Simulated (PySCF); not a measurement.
**Correlation energy of V (vanadium, neutral)**

[Ar] 3d3 4s1 5s1, high-spin 6F determinant (an excited configuration). Calculation: PySCF 2.14, in x2c-TZVPPall with one added diffuse shell each of s, p, d, f type (7s6p5d3f1g, 80 functions); scalar relativity by spin-free X2C-1e. Frozen: [Ar]; 5 electrons correlated.

```
  level  correlation energy (mhartree)
   CCSD                         -37.76
    (T)                          -0.53
CCSD(T)                         -38.29
```

Diagnostics: T1 = 0.013, D1 = 0.0365, largest double amplitude 0.071.

Problem. Is a single reference adequate?

Solution. Mostly. T1 lies below 0.03, but a double amplitude of this size points to a near-degeneracy that CCSD handles and MP2 describes poorly.
